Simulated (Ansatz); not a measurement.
Z-matrix (Å, degrees):
```
C
O 1 1.410
H 1 1.096 2 111.6
H 1 1.091 2 108.1 3 119.4
H 1 1.096 2 111.3 3 -121.4
Si 2 1.642 1 123.0 3 60.2
P 6 2.257 2 110.6 1 -61.6
H 6 1.482 2 105.4 1 174.8
H 6 1.492 2 110.9 1 55.5
H 7 1.420 6 94.4 2 -86.4
H 7 1.421 6 91.9 2 179.6
```

Charge 0, multiplicity 1.

**Question.** List the PBE/def2-TZVPP orbital energies in eV (Ansatz). (Estimate.)

**Answer.** The calculation gave: Occupied: -2075.92, -1780.14, -510.43, -270.26, -171.28, -137.80, -122.76, -122.72, -122.64, -94.56, -94.53, -94.51, -25.46, -17.13, -15.90, -13.15, -11.19, -11.14, -10.81, -9.58, -8.66, -8.17, -7.47, -6.93, -6.22. Lowest empty: -0.72, -0.47, -0.08, 0.12, 0.99, 1.25, 1.67, 2.32.
